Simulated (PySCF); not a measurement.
**Cost of excited-state runs on `InChI=1S/C5H7BO/c1-7-5-2-3-6-4-5/h2-4,6H,1H3`**

Geometry:
```tsv
atom	x (Å)	y (Å)	z (Å)
C1	2.269	0.343	-0.668
O2	1.097	1.033	-0.288
C3	0.033	0.304	0.000
C4	-0.156	-1.037	0.004
B5	-1.617	-1.227	0.435
C6	-2.197	0.249	0.666
C7	-1.194	1.082	0.398
H8	3.025	1.102	-0.862
H9	2.604	-0.319	0.136
H10	2.093	-0.247	-1.571
H11	0.602	-1.763	-0.252
H12	-2.215	-2.254	0.574
H13	-3.182	0.577	0.975
H14	-1.177	2.166	0.433
```

PySCF with density fitting, on 1 thread of an Arm Neoverse V1, shared host. Command: `OMP_NUM_THREADS=1 python excited_run.py task.json out`

(1) How long does each of these runs take, and how much memory?
- excited-state relaxation, BHandHLYP/cc-pVDZ; state S1; TDA; grid level 1
- excited-state relaxation, BHandHLYP/cc-pVDZ; state T1; UKS; grid level 1

Results:

(1) 
```
                     run              level  basis functions  wall time  peak memory (GiB)
excited-state relaxation  BHandHLYP/cc-pVDZ              133       99 s               0.82
excited-state relaxation  BHandHLYP/cc-pVDZ              133       90 s               0.66
```
Times from a shared host are rough.
